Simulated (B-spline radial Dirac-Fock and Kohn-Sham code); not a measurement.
# Dipole and non-dipole photoemission parameters of V⁴⁺ 3p1/2

System: V⁴⁺ in the configuration 1s2 2s2 2p6 3s2 3p6 3d1; threshold 106.0 eV (orbital energy of the model). Level of theory: Dirac-Hartree-Slater photoionisation with a Latter tail; cross sections with all multipoles, angular parameters from the dipole term and its interference with E2; a B-spline atomic structure program.

For linearly polarised light dσ/dΩ = σ/(4π) [1 + β P₂(cos θ) + (δ + γ cos²θ) sin θ cos φ], with θ from the polarisation vector and φ the angle between the beam and the projection of the electron momentum on the plane normal to the polarisation.

| hν (eV) | σ (kb) | β | γ | δ |
| --- | --- | --- | --- | --- |
| 189 | 345 | 1.399 | 0.020 | -0.001 |
| 198 | 327 | 1.432 | 0.010 | -0.001 |
| 278 | 203 | 1.582 | -0.020 | 0.001 |
| 284 | 196 | 1.587 | -0.020 | 0.001 |
| 600 | 46.5 | 1.608 | 0.116 | 0.007 |
| 670 | 36.4 | 1.593 | 0.152 | 0.009 |
| 678 | 35.5 | 1.592 | 0.156 | 0.009 |
| 1000 | 14.1 | 1.511 | 0.307 | 0.015 |
| 1150 | 9.92 | 1.474 | 0.367 | 0.019 |
| 1253.6 | 7.95 | 1.448 | 0.406 | 0.021 |
| 1440 | 5.52 | 1.404 | 0.468 | 0.026 |
| 1570 | 4.38 | 1.376 | 0.508 | 0.029 |
| 2710 | 0.931 | 1.167 | 0.767 | 0.060 |
| 2750 | ? | ? | ? | ? |
| 2820 | 0.827 | 1.150 | 0.786 | 0.063 |
| 3330 | 0.500 | 1.079 | 0.864 | 0.077 |
| 3650 | 0.377 | 1.039 | 0.907 | 0.086 |
| 3660 | 0.374 | 1.038 | 0.908 | 0.086 |
| 3840 | 0.322 | 1.016 | 0.930 | 0.091 |
| 5414.7 | 0.108 | 0.863 | 1.082 | 0.133 |
| 6000 | 0.0770 | 0.817 | 1.124 | 0.148 |
| 8400 | 0.0249 | 0.672 | 1.254 | 0.206 |
| 11000 | 0.00983 | 0.566 | 1.354 | 0.262 |
| 12000 | 0.00725 | 0.533 | 1.386 | 0.282 |
| 15000 | 0.00329 | 0.454 | 1.474 | 0.337 |

**Question.** Give the values at 2750 eV.

**Answer.** σ = 0.891 kb, β = 1.161, γ = 0.774, δ = 0.061.

Values without a named source are computed, but for edge energies of neutral atoms, which are taken from tables.
